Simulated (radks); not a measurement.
Neutral rhenium inside a hard spherical wall (all orbitals vanish at R), configuration held at [Xe] 4f14 5d5 6s2 and not refilled when levels cross. Method: scalar-relativistic Kohn-Sham, PBE, spin-polarised, spherical densities, finite nucleus; open shells are filled with parallel spins first (spin-orbit coupling, left out, can overturn this in heavy ions); Fermi nuclear charge, rms radius 5.3698 fm; computed with a radial shooting solver on a logarithmic mesh with Libxc functionals. Eigenvalues in eV for spin up, with the zero of energy where the potential of the charges vanishes at infinity; a dash marks a level that is unbound or too diffuse for the functional's potential to be trusted. A positive occupied level is held by the wall or, in an anion where self-interaction has pushed it up, behind a barrier. The pressure on the wall is -dE/dV.

R (bohr),E (hartree),kinetic (hartree),e(5p),e(4f),e(6s),e(5d),"e(6p, empty)","e(7s, empty)",pressure (GPa)
free,-16689.5699,18436.034,-47.800,-42.023,-6.558,-6.403,-1.573,-,0
20,-16689.5699,18436.034,-47.800,-42.023,-6.558,-6.403,-1.573,-,< 0.0001
12,-16689.5699,18436.034,-47.796,-42.019,-6.555,-6.400,-1.549,0.676,0.000620
7,-16689.5574,18436.131,-47.315,-41.534,-6.144,-5.959,-0.550,6.424,0.718
4,-16689.0091,18438.693,-40.879,-34.477,1.883,0.088,12.067,46.312,115
2.5,-16683.4121,18459.988,-18.744,-7.916,53.921,26.873,79.750,201.79,4400
2,-16672.0994,18500.151,9.001,21.981,134.58,63.308,173.92,390.77,23300
1.5,-16627.2788,18645.523,96.781,95.163,379.59,173.81,442.75,889.56,185000
